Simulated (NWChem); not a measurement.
# BeHSBr; SMILES [Be]([SH])[Br]

```xyz
4

Be     0.0203     0.6460     0.0000
Br     0.0108    -1.3134     0.0000
S      0.0525     2.5473     0.0000
H     -1.2992     2.6278     0.0000
```
Atoms are numbered in this order, from 1.

Structure relaxed at the PBE0/def2-SVP level.

Symmetry labels are those of Cs in the frame above (b1 and b2, or b-type labels, depend on it).

Problem. List the 4 lowest vertical singlet excitations from PBE0/def2-SVPD, TDA (NWChem).

Solution. 
```json
[
 {"state": "S1", "energy (eV)": "5.43", "oscillator strength": "0.000", "symmetry": "a\"", "leading excitation (squared amplitude)": "HOMO → LUMO (0.99)"},
 {"state": "S2", "energy (eV)": "6.09", "oscillator strength": "0.036", "symmetry": "a\"", "leading excitation (squared amplitude)": "HOMO → LUMO+1 (0.98)"},
 {"state": "S3", "energy (eV)": "6.58", "oscillator strength": "0.071", "symmetry": "a'", "leading excitation (squared amplitude)": "HOMO → LUMO+2 (0.70)"},
 {"state": "S4", "energy (eV)": "6.64", "oscillator strength": "0.000", "symmetry": "a\"", "leading excitation (squared amplitude)": "HOMO−2 → LUMO (0.97)"}
]
```
